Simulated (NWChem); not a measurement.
System: BSiH4OF; SMILES FBO[SiH3]

NWChem input:

```
start job
memory heap 200 mb stack 900 mb global 1100 mb
geometry units angstroms noautosym nocenter noautoz
  B     -0.250896     1.186600     0.722401
  F      1.017239     1.506768     0.472635
  H     -0.916141     1.924922     1.403915
  O     -0.765585     0.055380     0.215577
  Si    -0.116501    -1.163792    -0.752369
  H     -1.207108    -2.150018    -0.969446
  H      1.030335    -1.808268    -0.052453
  H      0.329120    -0.592206    -2.054359
end
basis spherical
  B library 6-31g*
  F library 6-31g*
  H library 6-31g*
  O library 6-31g*
  Si library 6-31g*
end
dft
  xc xpbe96 cpbe96
  iterations 150
end
property
  efieldgrad
end
task dft property
```

Parts of the log:

```
             Northwest Computational Chemistry Package (NWChem) 7.3.0
             --------------------------------------------------------

                             Geometry "geometry" -> ""
                             -------------------------

 Output coordinates in angstroms (scale by  1.889725989 to convert to a.u.)

  No.       Tag          Charge          X              Y              Z
 ---- ---------------- ---------- -------------- -------------- --------------
    1 B                    5.0000    -0.25089600     1.18660000     0.72240100
    2 F                    9.0000     1.01723900     1.50676800     0.47263500
    3 H                    1.0000    -0.91614100     1.92492200     1.40391500
    4 O                    8.0000    -0.76558500     0.05538000     0.21557700
    5 Si                  14.0000    -0.11650100    -1.16379200    -0.75236900
    6 H                    1.0000    -1.20710800    -2.15001800    -0.96944600
    7 H                    1.0000     1.03033500    -1.80826800    -0.05245300
    8 H                    1.0000     0.32912000    -0.59220600    -2.05435900

 Effective nuclear repulsion energy (a.u.)     154.9806660939

  pbe96 is a nonlocal functional; adding pw91lda local functional.
                              NWChem Property Module
                              ----------------------

  itol2e modified to match energy
  convergence criterion.

                                 NWChem DFT Module
                                 -----------------

 Summary of "ao basis" -> "ao basis" (spherical)
 ------------------------------------------------------------------------------
       Tag                 Description            Shells   Functions and Types
 ---------------- ------------------------------  ------  ---------------------
 B                           6-31g*                  6       14   3s2p1d
 F                           6-31g*                  6       14   3s2p1d
 H                           6-31g*                  2        2   2s
 O                           6-31g*                  6       14   3s2p1d
 Si                          6-31g*                  8       18   4s3p1d

  itol2e modified to match energy
  convergence criterion.

            General Information
            -------------------
          SCF calculation type: DFT
          Wavefunction type:  closed shell.
          No. of atoms     :     8
          No. of electrons :    40
           Alpha electrons :    20
            Beta electrons :    20
          Charge           :     0
          Spin multiplicity:     1
          Use of symmetry is: off; symmetry adaption is: off
          Maximum number of iterations: 150
          AO basis - number of functions:    68
                     number of shells:    34
          Convergence on energy requested:  1.00D-07
          Convergence on density requested:  1.00D-05
          Convergence on gradient requested:  5.00D-04

              XC Information
              --------------
          PerdewBurkeErnzerhof Exchange Functional  1.000
            Perdew 1991 LDA Correlation Functional  1.000 local
           PerdewBurkeErnz. Correlation Functional  1.000 non-local

             Grid Information
             ----------------
          Grid used for XC integration:  fine
          Radial quadrature: Mura-Knowles
          Angular quadrature: Lebedev.
          Tag              B.-S. Rad. Rad. Pts. Rad. Cut. Ang. Pts.
          ---              ---------- --------- --------- ---------
          B                   0.85       70          10.0       590
          F                   0.50       70          11.0       590
          H                   0.35       60          12.0       590
          O                   0.60       70           8.0       590
          Si                  1.10      123          10.0       770
          Grid pruning is: on
          Number of quadrature shells:   573
          Spatial weights used:  Erf1

      Superposition of Atomic Density Guess
      -------------------------------------

 Sum of atomic energies:        -489.46301043

      Non-variational initial energy
      ------------------------------

 Total energy =    -490.695288
 1-e energy   =    -985.340352
 2-e energy   =     339.664398
 HOMO         =      -0.404037
 LUMO         =       0.048292

   convergence    iter        energy       DeltaE   RMS-Dens  Diis-err
 ---------------- ----- ----------------- --------- --------- ---------
 d= 0,ls=0.0,diis     1   -491.4412428970 -6.46D+02  2.06D-02  8.19D-01
 d= 0,ls=0.0,diis     2   -491.2983324719  1.43D-01  1.18D-02  2.55D+00
 d= 0,ls=0.0,diis     3   -491.5341429365 -2.36D-01  2.72D-03  3.84D-02
 d= 0,ls=0.0,diis     4   -491.5356033938 -1.46D-03  1.34D-03  2.64D-02
 d= 0,ls=0.0,diis     5   -491.5380326468 -2.43D-03  3.71D-04  1.75D-03
  Resetting Diis
 d= 0,ls=0.0,diis     6   -491.5381948158 -1.62D-04  6.92D-05  1.61D-05
 d= 0,ls=0.0,diis     7   -491.5381975703 -2.75D-06  1.32D-05  2.20D-07
 d= 0,ls=0.0,diis     8   -491.5381975601  1.02D-08  6.50D-06  4.06D-07

         Total DFT energy =     -491.538197560145
      One electron energy =     -987.901928740740
           Coulomb energy =      386.606246967668
    Exchange-Corr. energy =      -45.223181880964
 Nuclear repulsion energy =      154.980666093891

 Numeric. integr. density =       39.999999360309

                       DFT Final Molecular Orbital Analysis
                       ------------------------------------

 Vector   18  Occ=2.000000D+00  E=-3.049918D-01
              MO Center= -1.0D-01,  1.2D+00,  6.6D-01, r^2= 3.1D+00
   Bfn.  Coefficient  Atom+Function         Bfn.  Coefficient  Atom+Function
  ----- ------------  ---------------      ----- ------------  ---------------
    18      0.337012  2 F  py                30     -0.300020  3 H  s
    19      0.243554  2 F  pz                22      0.235971  2 F  py
    29     -0.230973  3 H  s                  4     -0.174567  1 B  py
    34      0.171052  4 O  py                23      0.167493  2 F  pz
     5     -0.146866  1 B  pz                 3      0.116555  1 B  px

 Vector   19  Occ=2.000000D+00  E=-2.919539D-01
              MO Center=  3.2D-02, -5.1D-01, -4.1D-01, r^2= 2.9D+00
   Bfn.  Coefficient  Atom+Function         Bfn.  Coefficient  Atom+Function
  ----- ------------  ---------------      ----- ------------  ---------------
    35      0.337070  4 O  pz                66     -0.254289  7 H  s
    68      0.254283  8 H  s                 39      0.252344  4 O  pz
    53     -0.209814  5 Si pz                34     -0.204744  4 O  py
    65     -0.192991  7 H  s                 67      0.192986  8 H  s
    38     -0.153280  4 O  py                19     -0.133511  2 F  pz

 Vector   20  Occ=2.000000D+00  E=-2.846943D-01
              MO Center= -5.1D-01, -2.6D-01, -6.6D-02, r^2= 3.4D+00
   Bfn.  Coefficient  Atom+Function         Bfn.  Coefficient  Atom+Function
  ----- ------------  ---------------      ----- ------------  ---------------
    33      0.430087  4 O  px                37      0.294415  4 O  px
    64      0.221707  6 H  s                 51     -0.219774  5 Si px
    30      0.190260  3 H  s                 63      0.158352  6 H  s
    17      0.147981  2 F  px                36     -0.146409  4 O  s
    35     -0.137283  4 O  pz                66     -0.133411  7 H  s

[...]

          -----------------------
          Electric field gradient
          -----------------------

 1 a.u. = 0.324123 10**(16) esu/cm**3  ( or statvolts/cm**2 ) = 0.97174 10**(22) v/m**2

 ------------------------------------------------------------
   Atom      X         Y         Z
 ------------------------------------------------------------
    1 B   -0.47412   2.24235   1.36514
 ------------------------------------------------------------

 Electric field gradient in molecular frame (a.u.)
         XX             YY             ZZ             XY             XZ             YZ
 ------------------------------------------------------------------------------------------
        0.052954       0.067920      -0.120874      -0.002768      -0.126092       0.225781

 Principal components (a.u.) and orientation
 of principal axis w.r.t. absolute frame                      Asymmetry parameter eta
 --------------------------------------------------------------------------------------
       -0.302190       0.248095       0.054095                       0.641982

        0.286824      -0.381063       0.878933
       -0.497338       0.724925       0.476591
        0.818771       0.573825      -0.018409

 ------------------------------------------------------------
   Atom      X         Y         Z
 ------------------------------------------------------------
    2 F    1.92230   2.84738   0.89315
 ------------------------------------------------------------

 Electric field gradient in molecular frame (a.u.)
         XX             YY             ZZ             XY             XZ             YZ
 ------------------------------------------------------------------------------------------
       -1.028594       0.706244       0.322350      -0.341838       0.181994       0.497920

 Principal components (a.u.) and orientation
 of principal axis w.r.t. absolute frame                      Asymmetry parameter eta
 --------------------------------------------------------------------------------------
       -1.147722       1.064063       0.083658                       0.854219

        0.953768      -0.089771       0.286824
        0.228341       0.836968      -0.497338
       -0.195416       0.539838       0.818772

 ------------------------------------------------------------
   Atom      X         Y         Z
 ------------------------------------------------------------
    3 H   -1.73126   3.63758   2.65301
 ------------------------------------------------------------

 Electric field gradient in molecular frame (a.u.)
         XX             YY             ZZ             XY             XZ             YZ
 ------------------------------------------------------------------------------------------
        0.009794      -0.012279       0.002485       0.100962       0.091512      -0.101116

 Principal components (a.u.) and orientation
 of principal axis w.r.t. absolute frame                      Asymmetry parameter eta
 --------------------------------------------------------------------------------------
       -0.196346       0.100383       0.095963                       0.022513

       -0.551422       0.783370       0.286821
        0.613186       0.613723      -0.497341
        0.565630       0.098369       0.818771

 ------------------------------------------------------------
   Atom      X         Y         Z
 ------------------------------------------------------------
    4 O   -1.44675   0.10465   0.40738
 ------------------------------------------------------------

 Electric field gradient in molecular frame (a.u.)
         XX             YY             ZZ             XY             XZ             YZ
 ------------------------------------------------------------------------------------------
        0.595201      -0.539289      -0.055912       0.091261      -0.078042      -0.489641

 Principal components (a.u.) and orientation
 of principal axis w.r.t. absolute frame                      Asymmetry parameter eta
 --------------------------------------------------------------------------------------
       -0.844565       0.630395       0.214170                       0.492827

       -0.025422       0.957647       0.286820
        0.850427       0.171532      -0.497343
        0.525478      -0.231276       0.818770

 ------------------------------------------------------------
   Atom      X         Y         Z
 ------------------------------------------------------------
    5 Si  -0.22015  -2.19925  -1.42177
 ------------------------------------------------------------

 Electric field gradient in molecular frame (a.u.)
         XX             YY             ZZ             XY             XZ             YZ
 ------------------------------------------------------------------------------------------
        0.160603      -0.164690       0.004087       0.237719       0.188975      -0.358163

 Principal components (a.u.) and orientation
 of principal axis w.r.t. absolute frame                      Asymmetry parameter eta
 --------------------------------------------------------------------------------------
       -0.573839       0.287848       0.285991                       0.003237

       -0.382109       0.287150       0.878372
        0.724351      -0.497170       0.477637
        0.573853       0.818760      -0.018024

 ------------------------------------------------------------
   Atom      X         Y         Z
 ------------------------------------------------------------
    6 H   -2.28110  -4.06294  -1.83199
 ------------------------------------------------------------

 Electric field gradient in molecular frame (a.u.)
         XX             YY             ZZ             XY             XZ             YZ
 ------------------------------------------------------------------------------------------
       -0.044735      -0.025310       0.070045      -0.107957      -0.023081      -0.024087

 Principal components (a.u.) and orientation
 of principal axis w.r.t. absolute frame                      Asymmetry parameter eta
 --------------------------------------------------------------------------------------
       -0.148486       0.076592       0.071894                       0.031641

        0.728678       0.286791      -0.621916
        0.668093      -0.497362       0.553428
        0.150600       0.818769       0.554020

 ------------------------------------------------------------
   Atom      X         Y         Z
 ------------------------------------------------------------
    7 H    1.94705  -3.41713  -0.09912
 ------------------------------------------------------------

 Electric field gradient in molecular frame (a.u.)
         XX             YY             ZZ             XY             XZ             YZ
 ------------------------------------------------------------------------------------------
       -0.055689       0.031593       0.024097       0.075194      -0.079272       0.042211

 Principal components (a.u.) and orientation
 of principal axis w.r.t. absolute frame                      Asymmetry parameter eta
 --------------------------------------------------------------------------------------
       -0.146287       0.076311       0.069976                       0.043301

        0.769784       0.626326      -0.123074
       -0.436028       0.656792       0.615226
        0.466167      -0.419927       0.778685

 ------------------------------------------------------------
   Atom      X         Y         Z
 ------------------------------------------------------------
    8 H    0.62195  -1.11911  -3.88218
 ------------------------------------------------------------

 Electric field gradient in molecular frame (a.u.)
         XX             YY             ZZ             XY             XZ             YZ
 ------------------------------------------------------------------------------------------
        0.055755       0.039098      -0.094852      -0.023604       0.058977       0.072161

 Principal components (a.u.) and orientation
 of principal axis w.r.t. absolute frame                      Asymmetry parameter eta
 --------------------------------------------------------------------------------------
       -0.146286       0.076310       0.069976                       0.043302

       -0.299837       0.907874      -0.293025
       -0.378964       0.168533       0.909936
        0.875491       0.383878       0.293519
```

Level: PBE/6-31G* (spherical d). Coordinates come from a PBE0/def2-SVP optimisation. NWChem prints the field gradient with the sign opposite to the second derivative of the potential.
